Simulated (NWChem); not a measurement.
# CH$_{6}$GaNO; SMILES [CH3][Ga]([NH2])[OH]

```xyz
10

Ga     0.0010     0.0031     0.0005
C      0.1402    -1.9496    -0.0003
H     -0.2944    -2.3673    -0.9214
H     -0.4052    -2.3800     0.8533
H      1.1903    -2.2699     0.0620
O     -1.5551     0.8970    -0.0004
H     -2.3392     0.3415     0.0004
N      1.3960     1.1514    -0.0006
H      1.2741     2.1562    -0.0009
H      2.3710     0.8846     0.0019
```
Atoms are numbered in this order, from 1.

The geometry was optimised at PBE0/def2-SVP.

### Question
List the 4 lowest vertical singlet excitations from PBE0/def2-SVPD, TDA (NWChem).

### Answer
| state | energy (eV) | oscillator strength | leading excitation (squared amplitude) |
|---|---|---|---|
| S1 | 5.64 | 0.028 | HOMO → LUMO (0.97) |
| S2 | 6.77 | 0.092 | HOMO → LUMO+1 (0.89) |
| S3 | 6.91 | 0.070 | HOMO → LUMO+2 (0.52) |
| S4 | 6.92 | 0.172 | HOMO−1 → LUMO (0.89) |
